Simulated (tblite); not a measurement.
C7H9NS.
SMILES with atom numbers: `[CH2:1]=[C:2]([C:3]#[N:4])[C@@H:5]([CH3:6])[C:7]([CH3:8])=[S:9]` (hydrogens: H10, H11 on C1; H12 on C5; H13, H14, H15 on C6; H16, H17, H18 on C8)

The geometry is computed with GFN2-xTB (gas phase).

Question: Give the optimised bond lengths and angles.

Answer: 
| bond | length (pm) | order |
| --- | --- | --- |
| C1=C2 | 133.1 | double |
| C2–C3 | 141.5 | single |
| C3≡N4 | 114.7 | triple |
| C2–C5 | 151.7 | single |
| C5–C6 | 152.9 | single |
| C5–C7 | 150.9 | single |
| C7–C8 | 148.4 | single |
| C7=S9 | 162.5 | double |
| C1–H10 | 107.7 | single |
| C1–H11 | 107.7 | single |
| C5–H12 | 109.5 | single |
| C6–H13, C6–H14, C6–H15 | 108.8 | single |
| C8–H16, C8–H17, C8–H18 | 109.0 | single |

Bonds in one row agree within 1 pm and their mean is given. Orders are formal, as drawn. A selection of angles:
| angle | degrees |
| --- | --- |
| C1–C2–C3 | 120.1 |
| C1–C2–C5 | 123.3 |
| C3–C2–C5 | 116.6 |
| C2–C3–N4 | 179.5 |
| C2–C5–C6 | 111.8 |
| C2–C5–C7 | 106.3 |
| C6–C5–C7 | 113.7 |
| C5–C7–C8 | 118.6 |
| C5–C7–S9 | 119.5 |
| C8–C7–S9 | 121.9 |

Torsions: C1–C2–C5–C6 140° (anticlinal); C2–C5–C7–C8 -82° (synclinal).

Of the pairs four or more bonds apart, C3···H16 is among the closest relative to their van der Waals radii: 2.57 Å, 89 % of the sum of Bondi's values. The C–C distances run from 1.331 Å (C1=C2, drawn double) to 1.529 Å (C5–C6, drawn single), a spread of 0.198 Å.

Point group: C1 (no symmetry element, even within 0.4 Å). Its GFN2-xTB frequencies are all real (lowest 30 cm⁻¹). The numbers are those of one conformer. 3 starts were optimised and ended at 0.00, 0.66 and 0.71 kcal/mol (GFN2-xTB); the lowest of these is shown.
